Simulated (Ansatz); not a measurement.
Consider the isomerisation: `C=[CH][SnH2][CH]=C` → `C#[C][SnH]([CH3])[CH3]`.

Isolated molecules relaxed with PBE0-D4/def2-TZVP in Ansatz; ΔE leaves out vibrations. CCSD(T)/CBS is the MP2 limit (def2-TZVPP, def2-QZVPP) plus CCSD(T) − MP2 in def2-TZVPP, frozen cores. DFT in def2-TZVPP. B3LYP here is the variant with VWN-RPA as its local correlation; programs differ in this. def2 core potentials past Kr. For Sn outer-core shells are correlated without core-valence functions, which leaves a few kJ/mol of doubt a bond. One conformer a species, not always the lowest.

`C=[CH][SnH2][CH]=C`:

```xyz
13

C     0.651   -1.456    1.611
C     1.545   -0.833    0.854
Sn    0.967    0.490   -0.710
C    -1.124    0.262   -1.012
C    -2.004    1.205   -0.698
H    -0.419   -1.320    1.475
H     0.946   -2.134    2.410
H     2.603   -1.008    1.038
H     1.843    0.116   -2.132
H     1.261    2.120   -0.277
H    -1.490   -0.672   -1.434
H    -3.073    1.069   -0.850
H    -1.705    2.160   -0.275
```

`C#[C][SnH]([CH3])[CH3]`:

```xyz
13

C     1.335   -1.526   -2.323
C     0.936   -1.082   -1.273
Sn    0.225   -0.285    0.529
C     0.817    1.765    0.597
C    -1.899   -0.504    0.529
H     1.688   -1.921   -3.248
H     0.944   -1.183    1.794
H     1.903    1.840    0.543
H     0.474    2.227    1.524
H     0.382    2.298   -0.249
H    -2.320   -0.109    1.454
H    -2.322    0.039   -0.316
H    -2.163   -1.558    0.440
```

Q: Is it downhill or uphill in electronic energy at CCSD(T)/CBS, and by how much? (Best estimate.)

A: Ansatz gave: Downhill: ΔE = -8.7 kcal/mol.

Q: What do these levels give: PBE-D4, r2SCAN-D4, PBE, r2SCAN, B3LYP, SCS-MP2/def2-TZVPP? (Best estimate.)

A: Computed: PBE-D4 -4.2, r2SCAN-D4 -6.1, PBE -4.8, r2SCAN -6.2, B3LYP -5.5, SCS-MP2/def2-TZVPP -10.9 kcal/mol.

Largest T1 diagnostic among the species: 0.013.

In def2-TZVPP, CCSD(T) changes the Hartree–Fock value by −1.8 kcal/mol (the triples alone add +0.1 kcal/mol) and MP2 by −6.2 kcal/mol. The D4 term adds +0.9 kcal/mol with B3LYP and +0.4 kcal/mol with PBE0; it sums over pairs of atoms, weighted by their polarisabilities, and B3LYP, whose exchange is more repulsive, gets the larger term.
